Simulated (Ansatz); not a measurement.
`N[SiH](O)BO` + `C[SiH]1SS1` → `OB[SiH]1SS1` + `C[SiH](N)O`  (redistribution)

Gas-phase electronic energies from Ansatz, PBE0-D4/def2-TZVP geometries. CBS: MP2 limit from def2 TZ/QZ plus the TZ coupled-cluster correction, frozen cores. Functionals use def2-TZVPP. Each species was taken in one conformer, which may not be the lowest.

`N[SiH](O)BO`:

```xyz
11

N     0.414   -1.061    1.454
Si   -0.015   -0.818   -0.192
O    -1.621   -0.969   -0.579
B     0.617    1.043   -0.700
O    -0.310    2.034   -0.650
H     0.433   -1.986    1.852
H     0.213   -0.369    2.157
H     0.637   -1.929   -0.930
H    -2.144   -0.169   -0.498
H     1.743    1.324   -1.026
H     0.032    2.901   -0.888
```

`C[SiH]1SS1`:

Z-matrix (Å, degrees):
```
C
Si 1 1.850
H 1 1.093 2 110.3
H 1 1.093 2 110.3 3 119.3
H 1 1.091 2 109.9 3 -120.3
S 2 2.100 1 119.7 3 156.8
S 2 2.100 1 119.7 3 84.5
H 2 1.479 1 113.9 3 -59.4
```

`OB[SiH]1SS1`:

Z-matrix (Å, degrees):
```
Si
B 1 2.011
S 1 2.113 2 113.9
S 1 2.113 2 113.9 3 -66.9
H 1 1.483 2 121.9 3 146.6
O 2 1.347 1 119.5 3 -146.6
H 2 1.200 1 118.8 3 33.4
H 6 0.962 2 114.0 1 180.0
```

`C[SiH](N)O`:

Cartesian coordinates in Å:
```
C 1.136 0.361 -0.842
Si 0.062 -0.211 0.567
N -1.418 -0.739 -0.122
O -0.230 0.966 1.684
H 2.068 0.783 -0.459
H 1.395 -0.470 -1.505
H 0.637 1.129 -1.439
H 0.765 -1.242 1.373
H -2.110 -1.227 0.423
H -1.464 -1.004 -1.092
H -0.841 1.654 1.412
```

```csv
level,ΔE (kJ/mol)
PBE-D4,-20.2
HF/def2-TZVPP,-17.7
CCSD(T)/def2-TZVPP,-18.4
SCS-MP2/def2-QZVPP,-17.8
```

Question: What does CCSD(T)/CBS give? (An estimate is asked.)

Answer: Computed: -19.0 kJ/mol. The listed levels differ from it by -1.2, 1.3, 0.6, 1.2 kJ/mol.

Largest T1 diagnostic among the species: 0.015.
